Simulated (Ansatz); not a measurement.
Energy profile

The step: SnH₄O ([OH][SnH3]) + AsH₃ → SnAsH₅ ([AsH2][SnH3]) + H₂O; bonds formed: Sn1–As7, O2–H6; bonds broken: Sn1–O2, H6–As7 (atoms numbered as in the saddle structure below).

Sn1  (-0.897, 0.908, -0.790)
O2  (-0.669, 0.168, 1.177)
H3  (-1.657, -0.280, -1.722)
H4  (-2.014, 2.108, -0.288)
H5  (0.503, 1.650, -1.394)
H6  (0.189, -0.501, 0.805)
As7  (1.341, -1.402, -0.477)
H8  (-0.403, 0.790, 1.870)
H9  (2.494, -0.859, 0.360)
H10  (1.113, -2.582, 0.458)
(Å)

Electronic energies by CCSD(T) at an estimated basis limit (MP2 extrapolated from triple and quadruple zeta, plus CCSD(T) − MP2 in triple zeta), on PBE0-D4/def2-TZVP structures; SnAsH$_{7}$O, singlet; no counterpoise correction. Computed with Ansatz 0.2.0 (basis: def2-TZVPP and def2-QZVPP); correlated methods freeze the cores. Filled d shells of the heavier atoms are correlated. Core potentials replace the inner electrons of the atoms past krypton. The def2 sets are not built for correlating such inner shells, so the correlated values are less sure here. Extrapolation: Hartree–Fock as exp(−7.88 √X), correlation as X^−2.97.

(1) Give the profile in eV, counted from the separated reactants. (An estimate is asked for; the value comes from the calculation.)

T1 diagnostic: at most 0.014.

Results:

(1) Computed:
```tsv
point	eV
separated: SnH$_{4}$O (linked as [OH][SnH3]; Sn1, O2, H3, H4, H5, H8; singlet) + AsH$_{3}$ (H6, As7, H9, H10; singlet)	0.000
start structure	-0.138
saddle	1.066
end structure	-0.602
separated: SnAsH$_{5}$ (linked as [AsH2][SnH3]; Sn1, H3, H4, H5, As7, H9, H10; singlet) + H$_{2}$O (O2, H6, H8; singlet)	-0.484
```

For scale, one of the runs: CCSD(T)/def2-TZVPP, 227 basis functions, launched by `ansatz run in.yaml --threads 8 --pin off --events-out ev --progress --plain --max-ram 19148MiB`. Time: 100 s of wall clock on 8 CPU threads of an Arm Neoverse V2; the host was shared. Peak host memory: 4.3 GiB.
